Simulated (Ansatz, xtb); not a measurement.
## Ranking isomers of BCuHN2

6 gas-phase structures of BCuHN2, found in a search over its isomers (lower ones may exist). Each was relaxed with GFN2-xTB:

A. `[N]=N[BH][Cu]`, a doublet
B. a doublet given by its coordinates
C. `[Cu][N]1B[N]1`, a doublet
D. a doublet given by its coordinates
E. `[Cu][B]1[N]N1`, a doublet
F. `[N]=B[NH][Cu]`, a doublet

D (Å):

```json
{"atom": "B", "x (Å)": "-2.8798", "y (Å)": "1.6920", "z (Å)": "1.0528"}
{"atom": "Cu", "x (Å)": "-0.2774", "y (Å)": "2.7790", "z (Å)": "2.1754"}
{"atom": "N", "x (Å)": "-3.9242", "y (Å)": "1.1012", "z (Å)": "0.5557"}
{"atom": "N", "x (Å)": "-1.7535", "y (Å)": "2.1391", "z (Å)": "1.5381"}
{"atom": "H", "x (Å)": "-4.8701", "y (Å)": "1.2225", "z (Å)": "0.2782"}
```

Close contacts (Å): B1–N3 1.30, B1–N4 1.31, Cu2–N4 1.73, N3–H5 0.99.

B (Å):

| atom | x (Å) | y (Å) | z (Å) |
| --- | --- | --- | --- |
| B | -2.0673 | 1.3409 | 0.5781 |
| Cu | -0.6187 | 0.4165 | -0.2997 |
| N | -3.0175 | 1.9477 | 1.1632 |
| N | -4.0269 | 2.5516 | 1.6256 |
| H | -3.9273 | 2.7566 | 2.6270 |

Close contacts (Å): B1–Cu2 1.93, B1–N3 1.27, N3–N4 1.26, N4–H5 1.03.

**Question.** Estimate their order in r2SCAN-D4/def2-SVP energy at these geometries, lowest first.

**Answer.** Calculated order at r2SCAN-D4/def2-SVP: D (0.000), A (0.159), F (0.554), B (0.971), C (1.352), E (1.441) eV.

Energies above the lowest of each column, in eV; the last columns are at PBE0-D3(BJ)/def2-SVP geometries and were run for some of them only (a dash: not run or not comparable):

| structure | GFN2-xTB | HF/STO-3G | r2SCAN-D4/def2-SVP | PBE0-D3(BJ)/def2-SVP | CCSD(T)/def2-SVP |
| --- | --- | --- | --- | --- | --- |
| D | 0.000 | 0.000 | 0.000 | 0.000 | 0.000 |
| A | 0.353 | 2.578 | 0.159 | 0.206 | 0.263 |
| F | 0.971 | 1.006 | 0.554 | 0.557 | 0.470 |
| B | 0.361 | 3.096 | 0.971 | – | – |
| C | 0.800 | 1.006 | 1.352 | – | – |
| E | 1.208 | 3.360 | 1.441 | – | – |

Every level run on D puts it lowest or level with the lowest. Some further structures that were screened fall inside this span and aren't listed. Flexible structures stand in one conformer each, not always the lowest. Frequencies (PBE0-D3(BJ)/def2-SVP) were run for A, D, F alone. Open shells are spin-unrestricted, some with notable spin contamination.

Over these structures GFN2-xTB departs from r2SCAN-D4/def2-SVP by 0.334 eV on average once a common shift is removed. A GFN2-xTB relaxation took about 0.089 s and the r2SCAN-D4/def2-SVP energy about 5.9 s on a shared host (Ansatz 0.2.0, xtb 6.7.1).
